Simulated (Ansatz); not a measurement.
Reactions of `FC[SiH]([SiH3])Cl`.

Computed with Ansatz on PBE0-D4/def2-TZVP structures; ΔE is electronic, products minus reactants. CBS: MP2 limit from def2 TZ/QZ plus the TZ coupled-cluster correction, frozen cores. This one scheme is used for every species, atoms too. Open shells (•) are unrestricted, without spin–orbit coupling. Spin–orbit coupling would lower the free atoms: a little for C, Cl, F, Si. Each species was taken in one conformer, which may not be the lowest.

Q: Order these by ΔE at CCSD(T)/CBS, lowest first. (Estimate.)
A. `FC[SiH]([SiH3])Cl` + CH₄ → `CC[SiH]([SiH3])Cl` + H–F
B. `FC[SiH]([SiH3])Cl` + H₂O → `O[SiH](Cl)CF` + SiH₄
C. `FC[SiH]([SiH3])Cl` + CH₄ → `C[SiH](Cl)CF` + SiH₄
D. `FC[SiH]([SiH3])Cl` + `S[SiH2]Cl` → `FCS[SiH2]Cl` + `[SiH3][SiH2]Cl`
E. `FC[SiH]([SiH3])Cl` → C• + Cl• + F• + 6 H• + 2 Si•
F. `FC[SiH]([SiH3])Cl` → `[CH2]` (triplet) + `F[SiH]([SiH3])Cl`
G. `FC[SiH]([SiH3])Cl` → `[CH]F` + `[SiH3][SiH2]Cl`
H. `FC[SiH]([SiH3])Cl` + H₂O → `O[SiH]([SiH3])Cl` + `CF`

A: H (-112.5 kJ/mol), B (-103.6 kJ/mol), A (-66.2 kJ/mol), C (-5.5 kJ/mol), D (+28.2 kJ/mol), F (+228.9 kJ/mol), G (+382.8 kJ/mol), E (+3579.7 kJ/mol).

Largest T1 diagnostic: 0.018, for `[CH]F`.
